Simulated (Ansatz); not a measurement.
`[OH][GaH][NH][InH2]` + HBr → `[OH][GaH][Br]` + `[NH2][InH2]` at 500 K and 1 bar (ligand exchange at a Ga–N bond).

Gas-phase electronic energies from Ansatz, PBE0-D4/def2-TZVP geometries. CCSD(T)/CBS is the MP2 limit (def2-TZVPP, def2-QZVPP) plus CCSD(T) − MP2 in def2-TZVPP, frozen cores. Elements past krypton have def2 core potentials. For Br, Ga, In outer-core shells are correlated without core-valence functions, which leaves a few kJ/mol of doubt a bond. Scalar relativity is left out up to krypton. Each species was taken in one conformer, which may not be the lowest.

```json
{"species": "`[OH][GaH][NH][InH2]`", "CCSD(T)/CBS energy (Eh)": "-2246.67596", "H − E (kJ/mol)": "175.9", "S (J/(mol·K))": "445.9"}
{"species": "HBr", "CCSD(T)/CBS energy (Eh)": "-2573.91920", "H − E (kJ/mol)": "30.5", "S (J/(mol·K))": "213.7"}
{"species": "`[OH][GaH][Br]`", "CCSD(T)/CBS energy (Eh)": "-4573.71961", "H − E (kJ/mol)": "87.1", "S (J/(mol·K))": "350.7"}
{"species": "`[NH2][InH2]`", "CCSD(T)/CBS energy (Eh)": "-246.90424", "H − E (kJ/mol)": "126.5", "S (J/(mol·K))": "321.9"}
```

H − E and S are ideal-gas, rigid-rotor, harmonic terms from PBE0-D4/def2-TZVP, for one conformer and one mirror image of each species. 1 Eh = 2625.50 kJ/mol, R = 8.31446 J/(mol·K).

Task: By hand: ΔE, ΔH, ΔS and ΔG.

Result: ΔE = (-4573.71961) + (-246.90424) − (-2246.67596) − (-2573.91920) = -0.02869 Eh = -75.3 kJ/mol. Δ(H − E) = 87.1 + 126.5 − 175.9 − 30.5 = 7.2, so ΔH = -68.1 kJ/mol. ΔS = 350.7 + 321.9 − 445.9 − 213.7 = 13.0 J/(mol·K). ΔG = -68.1 − 500 × (13.0)/1000 = -74.6 kJ/mol.

Task: By hand: the equilibrium constant, and the temperature at which ΔG would vanish if ΔH and ΔS stayed fixed.

Result: log₁₀ K = −ΔG/(RT ln 10) = 7.8. ΔH and −TΔS have one sign here, so there is no such temperature.

The number of gas molecules stays the same, so ΔS is small and ΔH decides. A doubt of 5 kJ/mol in ΔE shifts log₁₀ K by 0.5 here. Other conformers and mirror images would add mixing entropy, several J/(mol·K) or more a flexible species. Modes under 60 cm⁻¹, often nearly free rotors, make the harmonic entropy too high. These are equilibria of isolated gas molecules and say nothing of rates. Largest T1 diagnostic: 0.016 (customary marks: 0.02 for closed shells, 0.045 for open ones).
